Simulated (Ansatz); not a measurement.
Cartesian coordinates (Å):
```xyz
6

S      1.5762     0.3005     0.0777
B     -0.1497     0.7299    -0.0209
S     -1.5663    -0.3484    -0.0763
H      1.4741    -1.0367     0.0961
H     -0.3878     1.8911    -0.0542
H     -0.9464    -1.5365    -0.0223
```
Charge 0, multiplicity 1.

The numbers are results of frozen-core CCSD(T)/cc-pVTZ // CAM-B3LYP-D3(BJ)/def2-TZVP in Ansatz (a program for electronic structure), not measurements.

```yaml
HF energy: -821.59081 Ha
MP2 correlation energy: -0.45818 Ha
```

Problem. Estimate the CCSD correlation energy, the (T) correction, the total energy and the T1 diagnostic.

Solution. 
```yaml
CCSD correlation energy: -0.50145 Ha
"(T) correction": -0.02329 Ha
CCSD(T) total energy: -822.11556 Ha
T1 diagnostic: 0.014
```
